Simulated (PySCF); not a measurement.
A structure optimised at PBE-D3(BJ)/def2-SVP, used in a PySCF frequency run:

```
Zr
O 1 1.9282
H 2 0.9662 1 169.04
O 1 1.9282 2 113.60 3 65.95
H 4 0.9662 1 169.04 2 -65.95
O 1 1.9282 2 113.60 3 -65.95
H 6 0.9662 1 169.04 2 65.95
H 1 1.8777 2 104.93 3 180.00
```
Charge 0, spin multiplicity 1.

### Question
Write its SMILES, formula and point group.

### Answer
[OH][ZrH]([OH])[OH], H4O3Zr, C3v

### Question
What are its rotational constants (standard atomic weights)?

### Answer
4.6674, 4.6674, 2.6713 GHz
